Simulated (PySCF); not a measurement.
# How methods differ on the interval between two levels of I³⁺

I³⁺ [Kr] 4d10 5s2 5p2 [3P2, M_J = 2] → I³⁺ [Kr] 4d10 5s1 5p3 [5S2, M_J = 2], as a difference of total energies. Computed with PySCF 2.14 in x2c-SVPall-2c with one added diffuse shell each of s, p type (7s9p4d, 54 functions), with the two-component X2C-1e Hamiltonian. Correlated levels: [Ar] 3d10 frozen; the 6 highest virtual spinors dropped. "Screened" scales the spin-orbit matrix elements by Boettger's factors to mimic the two-electron term; Breit and QED terms are absent.

| method | interval between two levels (cm⁻¹) |
| --- | --- |
| GHF (spin-free) | 53799 |
| GMP2 (spin-free) | 59794 |
| GHF (screened spin-orbit) | 51557 |
| GMP2 (screened spin-orbit) | 57306 |

The labels give the starting determinants; with spin-orbit coupling the two ends relaxed to ⟨J²⟩ = 6.01, ⟨L²⟩ = 2.90, ⟨S²⟩ = 1.59 and ⟨J²⟩ = 6.00, ⟨L²⟩ = 0.06, ⟨S²⟩ = 5.94.
